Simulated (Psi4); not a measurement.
C₇H₇O, doublet, at a GFN2-xTB geometry; B3LYP/STO-3G (Psi4 1.11).

Input for Psi4:
```
memory 2 GB

molecule mol {
0 2
C    -2.774855   -0.313972   -0.097954
C    -1.297923   -0.138731   -0.036229
C    -0.455407   -1.262716    0.023569
C     0.900400   -1.132818    0.065969
C     1.538052    0.171230    0.051171
O     2.766987    0.306144    0.089950
C     0.635463    1.305806   -0.013121
C    -0.717776    1.139315   -0.054411
H    -3.103074   -1.072292    0.611357
H    -3.064676   -0.655148   -1.093716
H    -3.293680    0.619017    0.106761
H    -0.905899   -2.246078    0.036471
H     1.547925   -1.995488    0.113001
H     1.082270    2.288580   -0.025852
H    -1.366485    2.003572   -0.101598
}

set {
  basis sto-3g
  reference uks
  scf_type pk
  puream true
  d_convergence 1e-8
  dft_radial_points 99
  dft_spherical_points 590
}

energy('b3lyp')
print_variables()
```

Output, abridged:

```
   => Loading Basis Set <=

    Name: STO-3G
    Role: ORBITAL
    Keyword: BASIS

         ---------------------------------------------------------
                                   SCF
               by Justin Turney, Rob Parrish, Andy Simmonett
                          and Daniel G. A. Smith
                              UKS Reference
         ---------------------------------------------------------

  ==> Geometry <==

    Molecular point group: c1
    Full point group: C1

    Geometry (in Angstrom), charge = 0, multiplicity = 2:

       Center              X                  Y                   Z               Mass
    ------------   -----------------  -----------------  -----------------  -----------------
         C           -2.859099183420    -0.323761851182    -0.101226572083    12.000000000000
         C           -1.382167183420    -0.148520851182    -0.039501572083    12.000000000000
         C           -0.539651183420    -1.272505851182     0.020296427917    12.000000000000
         C            0.816155816580    -1.142607851182     0.062696427917    12.000000000000
         C            1.453807816580     0.161440148818     0.047898427917    12.000000000000
         O            2.682742816580     0.296354148818     0.086677427917    15.994914619570
         C            0.551218816580     1.296016148818    -0.016393572083    12.000000000000
         C           -0.802020183420     1.129525148818    -0.057683572083    12.000000000000
         H           -3.187318183420    -1.082081851182     0.608084427917     1.007825032230
         H           -3.148920183420    -0.664937851182    -1.096988572083     1.007825032230
         H           -3.377924183420     0.609227148818     0.103488427917     1.007825032230
         H           -0.990143183420    -2.255867851182     0.033198427917     1.007825032230
         H            1.463680816580    -2.005277851182     0.109728427917     1.007825032230
         H            0.998025816580     2.278790148818    -0.029124572083     1.007825032230
         H           -1.450729183420     1.993782148818    -0.104870572083     1.007825032230

  Running in c1 symmetry.

  Rotational constants: A =      0.18139  B =      0.05152  C =      0.04042 [cm^-1]
  Rotational constants: A =   5437.85664  B =   1544.55290  C =   1211.84648 [MHz]
  Nuclear repulsion =  332.839892511483981

  Charge       = 0
  Multiplicity = 2
  Electrons    = 57
  Nalpha       = 29
  Nbeta        = 28

  ==> Algorithm <==

  SCF Algorithm Type is PK.
  DIIS enabled.
  MOM disabled.
  Fractional occupation disabled.
  Guess Type is SAD.
  Energy threshold   = 1.00e-06
  Density threshold  = 1.00e-08
  Integral threshold = 1.00e-12

  ==> Primary Basis <==

  Basis Set: STO-3G
    Blend: STO-3G
    Number of shells: 31
    Number of basis functions: 47
    Number of Cartesian functions: 47
    Spherical Harmonics?: true
    Max angular momentum: 1

  ==> DFT Potential <==

   => LibXC <=

    Version 7.1.2
    S. Lehtola, C. Steigemann, M. J. T. Oliveira, and M. A. L. Marques,  SoftwareX 7, 1–5 (2018) (10.1016/j.softx.2017.11.002)

   => Composite Functional: B3LYP <=

    B3LYP Hyb-GGA Exchange-Correlation Functional

    P. J. Stephens, F. J. Devlin, C. F. Chabalowski, and M. J. Frisch,  J. Phys. Chem. 98, 11623 (1994) (10.1021/j100096a001)

    Deriv               =              1
    GGA                 =           TRUE
    Meta                =          FALSE

    Exchange Hybrid     =           TRUE
    MP2 Hybrid          =          FALSE

   => Exchange Functionals <=

    0.0800   Slater exchange
    0.7200         Becke 88

   => Exact (HF) Exchange <=

    0.2000               HF

   => Correlation Functionals <=

    0.1900   Vosko, Wilk & Nusair (VWN5_RPA)
    0.8100   Lee, Yang & Parr

   => LibXC Density Thresholds  <==

    XC_HYB_GGA_XC_B3LYP:  1.00E-15

   => Molecular Quadrature <=

    Radial Scheme          =       TREUTLER
    Pruning Scheme         =           NONE
[...]
   @UKS iter   2:  -340.73658850557570    9.34410e-01   2.55518e-02 ADIIS/DIIS
   @UKS iter   3:  -341.75701940955702   -1.02043e+00   2.48906e-03 ADIIS/DIIS
   @UKS iter   4:  -341.76329020068414   -6.27079e-03   1.49964e-03 ADIIS/DIIS
   @UKS iter   5:  -341.76741812512876   -4.12792e-03   5.58967e-04 ADIIS/DIIS
   @UKS iter   6:  -341.76803392316970   -6.15798e-04   2.92326e-04 ADIIS/DIIS
   @UKS iter   7:  -341.76845314033517   -4.19217e-04   7.01511e-05 DIIS
   @UKS iter   8:  -341.76847060023465   -1.74599e-05   3.42658e-05 DIIS
   @UKS iter   9:  -341.76847403968509   -3.43945e-06   1.88173e-05 DIIS
   @UKS iter  10:  -341.76847513628013   -1.09660e-06   6.00222e-06 DIIS
   @UKS iter  11:  -341.76847545162013   -3.15340e-07   2.22990e-06 DIIS
   @UKS iter  12:  -341.76847546654886   -1.49287e-08   1.29485e-06 DIIS
   @UKS iter  13:  -341.76847547202999   -5.48113e-09   2.91485e-07 DIIS
   @UKS iter  14:  -341.76847547221945   -1.89459e-10   1.73600e-07 DIIS
   @UKS iter  15:  -341.76847547228346   -6.40057e-11   4.81315e-08 DIIS
   @UKS iter  16:  -341.76847547229016   -6.70752e-12   2.02685e-08 DIIS
   @UKS iter  17:  -341.76847547229022   -5.68434e-14   1.66663e-08 DIIS
   @UKS iter  18:  -341.76847547229096   -7.38964e-13   6.09352e-09 DIIS
  Energy and wave function converged.

  ==> Post-Iterations <==

   Electrons on quadrature grid:
      Nalpha   =   29.0000015337 ; deviation = 1.534e-06
      Nbeta    =   28.0000015246 ; deviation = 1.525e-06
      Ntotal   =   57.0000030583 ; deviation = 3.058e-06

   @Spin Contamination Metric:   5.856410624E-02
   @S^2 Expected:                7.500000000E-01
   @S^2 Observed:                8.085641062E-01
   @S   Expected:                5.000000000E-01
   @S   Observed:                5.000000000E-01

    Orbital Energies [Eh]
    ---------------------

    Alpha Occupied:

[...]
    Alpha Virtual:

[...]
    Beta Occupied:

[...]
      28A     -0.130746

    Beta Virtual:

[...]
      47A      0.821607

    Final Occupation by Irrep:
              A
    DOCC [    28 ]
    SOCC [     1 ]
    NA   [    29 ]
    NB   [    28 ]

  @UKS Final Energy:  -341.76847547229096

   => Energetics <=

    Nuclear Repulsion Energy =            332.8398925114839813
    One-Electron Energy =               -1123.6282906184226249
    Two-Electron Energy =                 488.8301357766775368
    DFT Exchange-Correlation Energy =     -39.8102131420298377
    Empirical Dispersion Energy =           0.0000000000000000
    VV10 Nonlocal Energy =                  0.0000000000000000
    Total Energy =                       -341.7684754722909588

  UHF NO Occupations:
  HONO-2 :   27  A 1.9891527
  HONO-1 :   28  A 1.9852333
  HONO-0 :   29  A 1.0000000
  LUNO+0 :   30  A 0.0147667
  LUNO+1 :   31  A 0.0108473
  LUNO+2 :   32  A 0.0029990
  LUNO+3 :   33  A 0.0001556

Computation Completed

Properties will be evaluated at   0.000000,   0.000000,   0.000000 [a0]

Properties computed using the SCF density matrix

 Multipole Moments:

 ------------------------------------------------------------------------------------
     Multipole            Electronic (a.u.)      Nuclear  (a.u.)        Total (a.u.)
 ------------------------------------------------------------------------------------

 L = 1.  Multiply by 2.5417464519 to convert [e a0] to [Debye]
 Dipole X            :          8.0868277           -9.0743089           -0.9874811
 Dipole Y            :          0.9331401           -1.0545097           -0.1213697
 Dipole Z            :          0.3053418           -0.3525258           -0.0471840
 Magnitude           :                                                    0.9960301

 ------------------------------------------------------------------------------------

  Variable Map:
  ----------------------------------------------------------------------------
[...]
  Array Variable Map:
  ----------------------------------------------------------------------------
[...]
[...]
```
